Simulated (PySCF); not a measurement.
Si(H)(Me)3 (C₃H₁₀Si), SMILES C[SiH](C)C. Atoms are numbered in the order given.

```xyz
14

Si     0.0000     0.0000     0.3802
C     -1.5440     0.8914    -0.2239
C      1.5440     0.8914    -0.2239
C      0.0000    -1.7828    -0.2239
H      0.0000     0.0000     1.8815
H     -1.5784     0.9113    -1.3251
H     -2.4578     0.3915     0.1335
H     -1.5679     1.9328     0.1335
H      2.4578     0.3915     0.1335
H      1.5784     0.9113    -1.3251
H      1.5679     1.9328     0.1335
H      0.0000    -1.8226    -1.3251
H     -0.8899    -2.3243     0.1335
H      0.8899    -2.3243     0.1335
```
Charge 0, spin multiplicity 1.

Geometry: PBE0-D3(BJ)/def2-SVP. The isomer is the one that the SMILES or the coordinates give; other isomers of the formula were not compared.

Two levels are set side by side: PBE/pcSseg-1 (PySCF) and PBE0/pcSseg-1 (PySCF). GIAO shifts against TMS (²⁹Si), TMS (¹H), TMS (¹³C) at the same level; non-relativistic, no solvent, atoms listed together averaged. Differences are taken from unrounded values.

```json
[
 {"quantity": "δ(²⁹Si) of Si1 (ppm)", "PBE0": "-16.1"},
 {"quantity": "δ(¹³C) of C2, C3, C4 (ppm)", "PBE0": "-0.2"},
 {"quantity": "δ(¹H) of H5 (ppm)", "PBE0": "4.54"}
]
```

Task: What does PBE give, and how far is it from PBE0? (Estimate from the structure and the level; the computed values follow.)

Result: 
```
quantity                      PBE  PBE minus PBE0
--------------------------  -----  --------------
δ(²⁹Si) of Si1 (ppm)        -16.6            -0.5
δ(¹³C) of C2, C3, C4 (ppm)   -0.2             0.0
δ(¹H) of H5 (ppm)            4.66            0.12
```

Rough cost on one machine, each run with all the roots and properties that it gave: PBE0 against PBE within a factor of 2.
